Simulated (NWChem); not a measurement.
Species: GeH$_{4}$O$_{2}$; SMILES [OH][GeH2][OH]

```xyz
7

Ge     0.0000     0.0000     0.2936
O     -1.4780    -0.0656    -0.7250
O      1.4780     0.0656    -0.7250
H     -0.0795    -1.3039     1.1176
H      0.0795     1.3039     1.1176
H     -1.5722     0.7532    -1.2372
H      1.5722    -0.7532    -1.2372
```
Atoms are numbered in this order, from 1.

Results from NWChem. The geometry was optimised at B3LYP/6-31G* (spherical d). Vzz is the largest principal value of the second derivative of the potential at the nucleus (NWChem prints the opposite sign); η is the asymmetry. Non-relativistic.

### Question
Predict the results for PBE0/cc-pVTZ. Quantities: Vzz Ge1 (a.u.); η Ge1; Vzz O3 (a.u.); η O3.

### Answer
| Quantity | Result |
|---|---|
| Vzz Ge1 (a.u.) | -1.074 |
| η Ge1 | 0.65 |
| Vzz O3 (a.u.) | 1.327 |
| η O3 | 0.95 |
